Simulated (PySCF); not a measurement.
Ligand exchange on a metal centre used in film growth or etching (W F-OH). All species are isolated molecules in the gas phase. One relaxed conformer stands for each flexible species; it need not be the lowest.

Computed with B3LYP-D3(BJ)/def2-TZVP // TPSS-D3(BJ)/def2-SVP (PySCF 2.14.0). All candidates: neutral, multiplicity 1. B3LYP has the VWN-RPA correlation part, as in Gaussian. 

```json
{
 "HOMO–LUMO gap": "7.35 eV",
 "LUMO": "-5.13 eV",
 "HOMO": "-12.48 eV"
}
```

Q: Say which member has these values.
(A) [W(F)4(OH)2]
(B) [W(OH)6]
(C) [W(F)6]
(D) [W(F)5(OH)]

A: C, [W(F)6]. The others give [W(F)5(OH)]: 6.74 eV, -4.43 eV, -11.17 eV; [W(F)4(OH)2]: 6.59 eV, -3.78 eV, -10.37 eV; [W(OH)6]: 5.52 eV, -3.00 eV, -8.52 eV
